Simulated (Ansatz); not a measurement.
Ansatz (a quantum-chemistry and plane-wave program) input:

Ansatz 0.2 input:
```yaml
crystal:
  periodic: [false, false, false]
  atoms:
    - {symbol: B, position_ang: [-0.00276871, -0.00064845, 0.90671966]}
    - {symbol: H, position_ang: [1.16031926, 0.00200276, 1.41042327]}
    - {symbol: H, position_ang: [-0.58921149, 1.00608022, 1.40579906]}
    - {symbol: H, position_ang: [-0.58399556, -1.01110136, 1.40437239]}
    - {symbol: B, position_ang: [0.00276871, 0.00064845, -0.90671966]}
    - {symbol: H, position_ang: [0.58399556, 1.01110136, -1.40437239]}
    - {symbol: H, position_ang: [-1.16031926, -0.00200276, -1.41042327]}
    - {symbol: H, position_ang: [0.58921149, -1.00608022, -1.40579906]}
basis:
  gaussian:
    orbitals: def2-TZVP
hamiltonian:
  xc: b3lyp
  dispersion: d3bj
total_charge: -2
phonons: {temperatures: {t_min: 298.15, t_max: 298.15, t_step: 100}}
```

Question: Predict the final energy.

Answer: -53.16853 Eh (B3LYP-D3(BJ)/def2-TZVP). The basis has 98 functions.

It need not be the lowest isomer of its formula.
